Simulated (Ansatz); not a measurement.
A nudged elastic band was laid between two geometries of CH$_{4}$AlNO (8 atoms, charge 0, multiplicity 1).

Theory: RKS PBE0/def2-SVP in Ansatz 0.2.0.

```json
{
  "movable images": "5",
  "climbing image": "yes",
  "spring": "5.0 eV/Å²",
  "optimiser": "quadratic models (default)",
  "start path": "through a guess of the saddle point",
  "force threshold": "0.03 eV/Å",
  "iteration limit": "60",
  "end points": "relaxed"
}
```

Initial state:

```xyz
8
Properties=species:S:1:pos:R:3
N 0.345 1.324 -0.844
C 0.368 0.421 0.056
O 1.236 0.557 1.078
Al -0.769 -1.217 0.119
H -0.348 1.116 -1.565
H 1.716 1.389 0.917
H -1.786 -1.353 -1.094
H -0.669 -2.294 1.277
```

Final state:

```xyz
8
Properties=species:S:1:pos:R:3
N 0.340 1.326 -0.839
C 0.370 0.420 0.057
O 1.243 0.553 1.074
Al -0.768 -1.218 0.117
H -0.358 1.121 -1.556
H 1.721 1.387 0.914
H -0.660 -2.306 1.264
H -1.797 -1.339 -1.088
```

Question: What changes between the two ends?

Answer: No bond is made or broken. The dihedral O3–C2–Al4–H8 goes from 0 to 179°. The two ends are copies of one structure, up to a mirror image or an exchange of like atoms.

Question: Give the energies along the band, and the barrier.

Answer: It converged. The highest image is number 3 of 0 to 6, 5.3 kJ/mol above the ends, which have the same energy within 2 meV. A vibrational analysis at the climbing image gives one clearly imaginary mode, 76i cm⁻¹: a first-order saddle point.

```json
{"image": "0", "path coordinate (Å)": "0.00", "energy (kJ/mol)": "0.0", "dihedral O3–C2–Al4–H8 (°)": "0"}
{"image": "1", "path coordinate (Å)": "0.83", "energy (kJ/mol)": "1.4", "dihedral O3–C2–Al4–H8 (°)": "32"}
{"image": "2", "path coordinate (Å)": "1.66", "energy (kJ/mol)": "4.1", "dihedral O3–C2–Al4–H8 (°)": "62"}
{"image": "3", "path coordinate (Å)": "2.49", "energy (kJ/mol)": "5.3", "dihedral O3–C2–Al4–H8 (°)": "91"}
{"image": "4", "path coordinate (Å)": "3.32", "energy (kJ/mol)": "4.2", "dihedral O3–C2–Al4–H8 (°)": "122"}
{"image": "5", "path coordinate (Å)": "4.15", "energy (kJ/mol)": "1.5", "dihedral O3–C2–Al4–H8 (°)": "151"}
{"image": "6", "path coordinate (Å)": "4.99", "energy (kJ/mol)": "0.0", "dihedral O3–C2–Al4–H8 (°)": "179"}
```

Question: What is the geometry of the highest image?

Answer: 
```xyz
8
Properties=species:S:1:pos:R:3:forces:R:3
N 0.075 1.571 -0.507 -0.01 0.01 0.00
C 0.331 0.437 0.009 -0.01 0.01 0.00
O 1.501 0.296 0.670 -0.01 0.03 -0.02
Al -0.696 -1.277 0.051 0.00 -0.01 -0.02
H -0.827 1.595 -0.985 0.01 -0.02 0.01
H 1.949 1.161 0.614 0.01 -0.03 0.02
H -0.514 -2.314 -1.138 0.00 0.01 0.02
H -1.726 -1.526 1.231 0.00 -0.01 0.00
```

Question: What are the harmonic wavenumbers there?

Answer: 76i, 119, 292, 404, 566, 599, 663, 688, 782, 844, 1077, 1226, 1359, 1720, 1941, 1954, 3549, 3688 cm⁻¹.

Run time: 2 min on 1 CPU thread of a shared host.
